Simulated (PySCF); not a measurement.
Species: C6H7O3S (charge -1).
SMILES with atom numbers: `[CH:1]#[C:2][C@@H:3]1[CH2:4][C@:5]1([CH3:6])[S:7](=[O:8])(=[O:9])[O-:10]` (hydrogens: H11 on C1; H12 on C3; H13, H14 on C4; H15, H16, H17 on C6)

The same species was optimised twice, with GFN2-xTB and with PBE0-D3(BJ)/def2-SVP (PySCF), and the same property calculations (PySCF, gas phase) were run on both structures.

```csv
coordinate,GFN2-xTB,PBE0-D3(BJ)/def2-SVP,change
S7–O10 (Å),1.458,1.478,+0.020
S7=O9 (Å),1.459,1.477,+0.018
S7=O8 (Å),1.463,1.480,+0.017
C3–C5 (Å),1.499,1.514,+0.015
C1≡C2 (Å),1.198,1.213,+0.015
C2–C3 (Å),1.425,1.438,+0.013
C5–C6 (Å),1.495,1.503,+0.008
C5–S7 (Å),1.833,1.825,-0.008
C3–C4 (Å),1.512,1.517,+0.005
C4–C5 (Å),1.484,1.486,+0.002
C2–C3–C5 (°),120.3,125.3,+5.0
C3–C5–C6 (°),121.7,118.3,-3.4
C3–C5–S7 (°),116.7,119.9,+3.2
C2–C3–C4 (°),120.4,122.8,+2.4
C4–C5–C6 (°),124.1,121.7,-2.4
C4–C5–S7 (°),114.6,116.1,+1.5
C5–S7–O10 (°),106.0,104.8,-1.2
C1–C2–C3 (°),173.5,174.5,+1.0
C4–C5–S7–O8 (°),99,92,-7
```

Rotational constants: A = 1726, B = 1212, C = 939.7 MHz (GFN2-xTB) against A = 1744, B = 1111, C = 889.6 MHz (PBE0-D3(BJ)/def2-SVP). Point groups within 0.08 Å: C1 and C1. Atoms that the bonding makes alike are paired by their places after alignment.

On the GFN2-xTB structure: HOMO (eV) -2.12 [PBE0/pcSseg-1]; LUMO (eV) 4.31 [PBE0/pcSseg-1]; GIAO shielding of C1 (ppm) 116.5 [PBE0/pcSseg-1]; GIAO shielding of C2 (ppm) 93.7 [PBE0/pcSseg-1]; GIAO shielding of C3 (ppm) 174.3 [PBE0/pcSseg-1]; GIAO shielding of C4 (ppm) 164.2 [PBE0/pcSseg-1]; GIAO shielding of C5 (ppm) 141.3 [PBE0/pcSseg-1]; GIAO shielding of C6 (ppm) 166.1 [PBE0/pcSseg-1]; GIAO shielding of S7 (ppm) 189.7 [PBE0/pcSseg-1]; GIAO shielding of O8 (ppm) 112.8 [PBE0/pcSseg-1].

**Question.** What do these properties become on the PBE0-D3(BJ)/def2-SVP structure?

**Answer.** 
| property | level | on GFN2-xTB | on PBE0-D3(BJ)/def2-SVP | change |
| --- | --- | --- | --- | --- |
| HOMO (eV) | PBE0/pcSseg-1 | -2.12 | -2.23 | -0.11 |
| LUMO (eV) | PBE0/pcSseg-1 | 4.31 | 4.18 | -0.13 |
| energy, GFN2-xTB geometry as zero (kcal/mol) | PBE0/pcSseg-1 | 0.0 | -3.5 | -3.5 |
| GIAO shielding of C1 (ppm) | PBE0/pcSseg-1 | 116.5 | 115.8 | -0.7 |
| GIAO shielding of C2 (ppm) | PBE0/pcSseg-1 | 93.7 | 92.6 | -1.1 |
| GIAO shielding of C3 (ppm) | PBE0/pcSseg-1 | 174.3 | 169.6 | -4.7 |
| GIAO shielding of C4 (ppm) | PBE0/pcSseg-1 | 164.2 | 162.6 | -1.6 |
| GIAO shielding of C5 (ppm) | PBE0/pcSseg-1 | 141.3 | 139.6 | -1.7 |
| GIAO shielding of C6 (ppm) | PBE0/pcSseg-1 | 166.1 | 161.4 | -4.7 |
| GIAO shielding of S7 (ppm) | PBE0/pcSseg-1 | 189.7 | 173.4 | -16.3 |
| GIAO shielding of O8 (ppm) | PBE0/pcSseg-1 | 112.8 | 95.2 | -17.6 |

The heavy atoms differ by 0.125 Å rms after alignment. Among bonds between heavy atoms S7–O10 changes most (+0.020 Å). Changes are differences of the printed values. Neither structure is proved a minimum here. The structure is a single PBE0-D3(BJ)/def2-SVP conformer in the gas phase; no vibrational or solvent corrections. The geometry's basis has no diffuse functions, a weakness for an anion.

Shape of the structure used: `[CH:1]#[C:2][C@@H:3]1[CH2:4][C@:5]1([CH3:6])[S:7](=[O:8])(=[O:9])[O-:10]`: C4–C5–S7–O8 92°.
